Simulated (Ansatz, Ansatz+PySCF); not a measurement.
```xyz
5

Ge    0.0000    0.0000    0.0000
H     0.9585    0.9585    0.9585
H     0.9585   -0.9585   -0.9585
H    -0.9585    0.9585   -0.9585
H    -0.9585   -0.9585    0.9585
```

Basis set: def2-SVP (spherical functions). Frozen core: 9 orbitals. Charge 0, multiplicity 1.

Computed with Ansatz (development build ahead of 0.2.0); each method stands on the lowest determinant of its kind that the runs found. Restricted open shells among the atoms or ions are ROHF, correlated in semicanonical orbitals with singles.

The atomization energy at this shape (free ground-state atoms in the same class of orbitals less the molecule, no zero-point energy) of singlet GeH₄:

```
     method  atomization energy
RHF-CCSD(T)            11.75 eV
    RHF-MP2            11.30 eV
        UHF             9.24 eV
```

What does RHF give?

9.33 eV. Caution: the shape is not the minimum.
